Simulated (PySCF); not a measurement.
# Radial density of In (indium, neutral)

UHF, [Kr] 4d10 5s2 5d1, 2D determinant (an excited configuration). All numbers are calculated (PySCF 2.14, scalar relativity through the core potential, in aug-cc-pVQZ-PP with ECP28MDF (7s7p5d3f2g, 92 functions)). This is the valence pseudo-density: the core potential removes the inner electrons and smooths the orbitals near the nucleus.

```
r (bohr)  4πr²ρ (e/bohr)  4πr²(ρα − ρβ)
 0.00806       1.065e-05         0.0000
  0.0136       2.400e-05         0.0000
  0.0228       4.933e-05         0.0000
  0.0384       9.385e-05         0.0000
  0.0645       0.0002635         0.0000
   0.109        0.001928         0.0000
   0.183         0.02612         0.0000
   0.307          0.5149         0.0001
   0.516           8.283         0.0009
   0.869           21.51         0.0035
    1.46           7.484        -0.0025
    2.46           1.464         0.0044
    4.13          0.2510         0.0565
    6.95          0.1637         0.1612
    11.7         0.04440         0.0444
```

Energies and moments cover only the electrons outside the core potential. The outer electron is Rydberg-like, and this basis confines it to a smaller radius and binds it less than a complete one would.

Question: Where is the radial spin density 4πr²(ρα − ρβ) most negative, and why is it negative at all?

Answer: Around r = 1.46 bohr, down to -0.0025 e/bohr: exchange with the open shell polarises the paired shells in an unrestricted calculation.
